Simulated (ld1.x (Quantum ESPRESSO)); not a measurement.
## Ranking TM semilocal potentials for S (Z = 16)

All share these settings but for the change named:

- Element: S (Z = 16)
- Generator: ld1.x (Quantum ESPRESSO) 7.5
- Type: norm-conserving Troullier–Martins (semilocal form)
- Functional: PBE
- Relativity: non-relativistic
- Frozen core: [Ne]
- Valence charge: 6
- Reference configuration: 3s2 3p1 (charge +3)
- Partial waves: 3p (bound): rc 1.00 bohr; 3d channel at 0.45 Ry: rc 1.30 bohr; 3s (bound): rc 1.30 bohr
- Local potential: the s channel
- Core correction: a·sin(br)/r model core inside 0.90 bohr

Test errors are all-electron minus pseudo excitation energies from the reference, over 3s2 3p4; 3s2 3p3; 3s2 3p2; 3s2 3p3.5; 3s0 3p6; 3s1 3p5; 3s2 3p0. None of these files shows a bound ghost.

The base gives 121.1 meV.

Of 6 variants that were run, those that failed, showed a ghost or another fault, or gave nearly equal values are left out.

A variant can come out equal or close to the base, since the largest error may sit in a test that the change hardly touches while other tests move.

**Question.** Rank these variants by their largest absolute test error, smallest first.
A. wave 3p (bound): rc 1.00 bohr becomes 3p (bound): rc 0.84 bohr
B. wave 3p (bound): rc 1.00 bohr becomes 3p (bound): rc 1.02 bohr
C. wave 3p (bound): rc 1.00 bohr becomes 3p (bound): rc 1.50 bohr
D. wave 3p (bound): rc 1.00 bohr becomes 3p (bound): rc 0.68 bohr

**Answer.** C (91.7 meV), B (114.8 meV), A (279.2 meV), D (1045.6 meV).
